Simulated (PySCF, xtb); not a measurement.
4H-1,3,5-dioxazine (C3H5NO2), SMILES C1=NCOCO1. Other conformers were not sampled.

Harmonic wavenumbers (cm⁻¹) from GFN2-xTB in xtb at its own minimum, in rising order: 180, 299, 469, 537, 564, 855, 876, 936, 968, 994, 1016, 1049, 1109, 1145, 1180, 1249, 1280, 1292, 1333, 1442, 1455, 1726, 2822, 2850, 2973, 2991, 3066.

What does PBE-D3(BJ)/def2-SVP (PySCF 2.14.0) give at its own minimum? (The exact figures need the calculation; the answer reports its results.)

185, 320, 471, 547, 577, 832, 903, 909, 935, 1002, 1025, 1057, 1130, 1190, 1208, 1268, 1330, 1349, 1388, 1409, 1442, 1701, 2893, 2906, 3022, 3073, 3090. Paired by order, the mean absolute difference is 30 cm⁻¹ and the zero-point energies are 52.4 and 53.1 kcal/mol.
